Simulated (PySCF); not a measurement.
PySCF job for I4Se, SMILES I[Se+](I)(I)I, charge +1, multiplicity 2, TDA-CAM-B3LYP/def2-SVPD. Geometry: PBE0-D3(BJ)/def2-SVP. The def2 effective core potentials stand for the cores of I; spin–orbit coupling is left out.

```python
import numpy as np
from pyscf import gto, scf, dft, tdscf

mol = gto.M(
    atom='''
    Se    0.00000000    0.00000000    0.00000000
    I    -1.49321538    1.49321538    1.49321538
    I     1.49321538    1.49321538   -1.49321538
    I     1.49321538   -1.49321538    1.49321538
    I    -1.49321538   -1.49321538   -1.49321538
    ''',
    basis='def2-SVPD',
    ecp={'I': 'def2-svp'},
    charge=1,
    spin=1,
    max_memory=1600,
    verbose=4,
)
mf = dft.UKS(mol, xc='cam-b3lyp').density_fit(auxbasis='def2-universal-jkfit')
mf.grids.level = 3
mf.conv_tol = 1e-9
mf.max_cycle = 100
mf.kernel()
fine, coarse = mf.grids, dft.Grids(mol).set(level=1).build(with_non0tab=True)
for _ in range(3):  # follow internal instabilities
    mf.grids = coarse
    mo, _, stable, _ = mf.stability(return_status=True, nroots=4)
    mf.grids = fine
    if stable:
        break
    mf.kernel(mf.make_rdm1(mo, mf.mo_occ))
mf.grids = dft.Grids(mol).set(level=1).build(with_non0tab=True)  # coarser grid for the response kernel
td = tdscf.TDA(mf)
td.nstates = 10
td.conv_tol = 1e-4
td.positive_eig_threshold = 1e-6
td.kernel(x0=td.get_init_guess(mf, 15))
td.analyze(verbose=3)
```

Log of the run:

```
PySCF version 2.14.0

[INPUT] verbose = 4
[INPUT] num. atoms = 5
[INPUT] num. electrons = 133
[INPUT] charge = 1
[INPUT] spin (= nelec alpha-beta = 2S) = 1
[INPUT] symmetry False subgroup None
[INPUT] Mole.unit = angstrom
[INPUT] Symbol           X                Y                Z      unit          X                Y                Z       unit  Magmom
[INPUT]  1 Se     0.000000000000   0.000000000000   0.000000000000 AA    0.000000000000   0.000000000000   0.000000000000 Bohr   0.0
[INPUT]  2 I     -1.493215380000   1.493215380000   1.493215380000 AA   -2.821768113188   2.821768113188   2.821768113188 Bohr   0.0
[INPUT]  3 I      1.493215380000   1.493215380000  -1.493215380000 AA    2.821768113188   2.821768113188  -2.821768113188 Bohr   0.0
[INPUT]  4 I      1.493215380000  -1.493215380000   1.493215380000 AA    2.821768113188  -2.821768113188   2.821768113188 Bohr   0.0
[INPUT]  5 I     -1.493215380000  -1.493215380000  -1.493215380000 AA   -2.821768113188  -2.821768113188  -2.821768113188 Bohr   0.0

nuclear repulsion = 1165.51608709386
number of shells = 67
number of NR pGTOs = 363
number of NR cGTOs = 181
basis = def2-SVPD
ecp = {'I': 'def2-svp'}


[settings echo left out]
init E= -3463.4788943636
  alpha nocc = 67  HOMO = -1.78498910548093  LUMO = -1.56364499812058
  beta  nocc = 66  HOMO = -1.86712317363218  LUMO = -1.78498910548095

WARN: HOMO -1.78498910548093 >= LUMO -1.78498910548095

cycle= 1 E= -3587.10722005782  delta_E= -124  |g|= 3.88  |ddm|= 12.9
  alpha nocc = 67  HOMO = -0.258985402928103  LUMO = -0.217526775650979
  beta  nocc = 66  HOMO = -0.256647386492966  LUMO = -0.221661910532684
  HOMO = -0.256647386493  LUMO = -0.221661910533  gap/eV = 0.95200
cycle= 2 E= -3587.62847443269  delta_E= -0.521  |g|= 3.24  |ddm|= 11.4
  alpha nocc = 67  HOMO = -0.311297294641811  LUMO = -0.0945372321198543
  beta  nocc = 66  HOMO = -0.404014507159737  LUMO = -0.21686230753626
  HOMO = -0.311297294642  LUMO = -0.216862307536  gap/eV = 2.56971
cycle= 3 E= -3590.70531499151  delta_E= -3.08  |g|= 1.36  |ddm|= 5.33
  alpha nocc = 67  HOMO = -0.48621323670765  LUMO = -0.325254428716417
  beta  nocc = 66  HOMO = -0.50707730900677  LUMO = -0.375507065807895
  HOMO = -0.486213236708  LUMO = -0.375507065808  gap/eV = 3.01247
cycle= 4 E= -3591.77251497266  delta_E= -1.07  |g|= 0.458  |ddm|= 2.28
  alpha nocc = 67  HOMO = -0.454469568428489  LUMO = -0.261282030251883
  beta  nocc = 66  HOMO = -0.489340062702969  LUMO = -0.331038742126765
  HOMO = -0.454469568428  LUMO = -0.331038742127  gap/eV = 3.35872
cycle= 5 E= -3591.89226968731  delta_E= -0.12  |g|= 0.0531  |ddm|= 0.574
  alpha nocc = 67  HOMO = -0.453920268955427  LUMO = -0.255554753323488
  beta  nocc = 66  HOMO = -0.491953681086379  LUMO = -0.326409766699349
  HOMO = -0.453920268955  LUMO = -0.326409766699  gap/eV = 3.46974
cycle= 6 E= -3591.89410128569  delta_E= -0.00183  |g|= 0.0151  |ddm|= 0.127
  alpha nocc = 67  HOMO = -0.453050258763591  LUMO = -0.253739170202765
  beta  nocc = 66  HOMO = -0.490927588991013  LUMO = -0.324417208450548
  HOMO = -0.453050258764  LUMO = -0.324417208451  gap/eV = 3.50028
cycle= 7 E= -3591.89431211905  delta_E= -0.000211  |g|= 0.00585  |ddm|= 0.0289
  alpha nocc = 67  HOMO = -0.453735785258969  LUMO = -0.254383679958706
  beta  nocc = 66  HOMO = -0.491025017446803  LUMO = -0.324211298625691
  HOMO = -0.453735785259  LUMO = -0.324211298626  gap/eV = 3.52454
cycle= 8 E= -3591.89438225264  delta_E= -7.01e-05  |g|= 0.0022  |ddm|= 0.019
  alpha nocc = 67  HOMO = -0.454199414698411  LUMO = -0.254447390117132
  beta  nocc = 66  HOMO = -0.491199827239236  LUMO = -0.323642762518595
  HOMO = -0.454199414698  LUMO = -0.323642762519  gap/eV = 3.55263
cycle= 9 E= -3591.89440715685  delta_E= -2.49e-05  |g|= 0.000617  |ddm|= 0.0186
  alpha nocc = 67  HOMO = -0.454320313882011  LUMO = -0.254459242026019
  beta  nocc = 66  HOMO = -0.491160036157338  LUMO = -0.323517560471913
  HOMO = -0.454320313882  LUMO = -0.323517560472  gap/eV = 3.55932
cycle= 10 E= -3591.89440870159  delta_E= -1.54e-06  |g|= 0.000232  |ddm|= 0.00383
  alpha nocc = 67  HOMO = -0.454375579390672  LUMO = -0.254437289747946
  beta  nocc = 66  HOMO = -0.491148378824225  LUMO = -0.323457390737389
  HOMO = -0.454375579391  LUMO = -0.323457390737  gap/eV = 3.56247
cycle= 11 E= -3591.89440897782  delta_E= -2.76e-07  |g|= 6.1e-05  |ddm|= 0.00209
  alpha nocc = 67  HOMO = -0.454392798182376  LUMO = -0.254444761259947
  beta  nocc = 66  HOMO = -0.491153747584474  LUMO = -0.323457547195304
  HOMO = -0.454392798182  LUMO = -0.323457547195  gap/eV = 3.56293
cycle= 12 E= -3591.89440898475  delta_E= -6.93e-09  |g|= 7.55e-06  |ddm|= 0.00031
  alpha nocc = 67  HOMO = -0.454392853007722  LUMO = -0.254443389998614
  beta  nocc = 66  HOMO = -0.491153478577439  LUMO = -0.323456143930706
  HOMO = -0.454392853008  LUMO = -0.323456143931  gap/eV = 3.56297
cycle= 13 E= -3591.89440898493  delta_E= -1.77e-10  |g|= 3.26e-06  |ddm|= 4.22e-05
  alpha nocc = 67  HOMO = -0.454393261592759  LUMO = -0.254443517131636
  beta  nocc = 66  HOMO = -0.491153945205337  LUMO = -0.323456302101029
  HOMO = -0.454393261593  LUMO = -0.323456302101  gap/eV = 3.56298
Extra cycle  E= -3591.89440898497  delta_E= -3.91e-11  |g|= 2e-06  |ddm|= 1.32e-05
converged SCF energy = -3591.89440898497  <S^2> = 0.78930898  2S+1 = 2.0389301
tot grids = 39440
uhf_internal: lowest eigs of H = [0.08091353 0.08099033 0.10142114 0.10143155]
<class 'pyscf.df.df_jk.DFUKS'> wavefunction is stable in the internal stability analysis
tot grids = 39440
Overwritten attributes  positive_eig_threshold  of <class 'pyscf.tdscf.uks.TDA'>


******** <class 'pyscf.tdscf.uks.TDA'> for <class 'pyscf.df.df_jk.DFUKS'> ********
nstates = 10
deg_eia_thresh = 1.000e-03
wfnsym = None
conv_tol = 0.0001
eigh lindep = 1e-12
eigh level_shift = 0
eigh max_cycle = 100


Excitation energies (eV)
[1.25901703 1.25901703 1.25901703 1.5873408  1.5873408  1.5873408
 1.76203554 1.76203554 2.0331432  2.03314321]

** Excitation energies and oscillator strengths **
Excited State   1:      1.25902 eV    984.77 nm  f=0.0000
Excited State   2:      1.25902 eV    984.77 nm  f=0.0000
Excited State   3:      1.25902 eV    984.77 nm  f=0.0000
Excited State   4:      1.58734 eV    781.08 nm  f=0.0008
Excited State   5:      1.58734 eV    781.08 nm  f=0.0008
Excited State   6:      1.58734 eV    781.08 nm  f=0.0008
Excited State   7:      1.76204 eV    703.64 nm  f=0.0000
Excited State   8:      1.76204 eV    703.64 nm  f=0.0000
Excited State   9:      2.03314 eV    609.82 nm  f=0.0327
Excited State  10:      2.03314 eV    609.82 nm  f=0.0327
```

The calculation finished and met its thresholds.
